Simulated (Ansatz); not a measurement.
An input meant for the cluster Al₄H (charge 0, doublet; atoms displaced at random, 0.03 Å in each coordinate).

```yaml
crystal:
  periodic: [true, true, true]
  atoms:
    - {symbol: Al, position_ang: [1.891404, 0.189223, 0.352970]}
    - {symbol: Al, position_ang: [-1.931702, -0.111795, -0.341814]}
    - {symbol: Al, position_ang: [0.031864, 1.506566, -0.805183]}
    - {symbol: Al, position_ang: [-0.179529, -1.057262, 1.327065]}
    - {symbol: H, position_ang: [0.162856, -0.513568, -0.570746]}
basis:
  gaussian: {orbitals: def2-mTZVPP, final_grid: {core_spheres: 5, valence_spheres: 4, degree: 11}}
magnetization: {spin_polarized: true, initial_magnetization: 1}
hamiltonian: {xc: {name: HF}}
correlation: {method: rpa}
```

```sh
$ ansatz run in.yaml --threads 4 --pin off --events-out ev --progress --plain --max-ram 3916MiB
```

It prints (some lines left out):

```
Error: YAML parse error: error: line 2 column 3: crystal: missing field `lattice` (a structure is typed as `lattice` and `atoms`, a molecule's as `atoms` in Å alone, or read from a run's directory, `checkpoint`)
 --> <input>:2:3
  |
1 | crystal:
2 |   periodic: [true, true, true]
  |   ^ crystal: missing field `lattice` (a structure is typed as `lattice` and `atoms`, a molecule's as `atoms` in Å alone, or read from a run's directory, `checkpoint`)
3 |   atoms:
4 |     - {symbol: Al, position_ang: [1.891404, 0.189223, 0.352970]}
  |
```

Problem. Something in this input is off. What?

Solution. The species is marked periodic without a cell. The program refused the input.
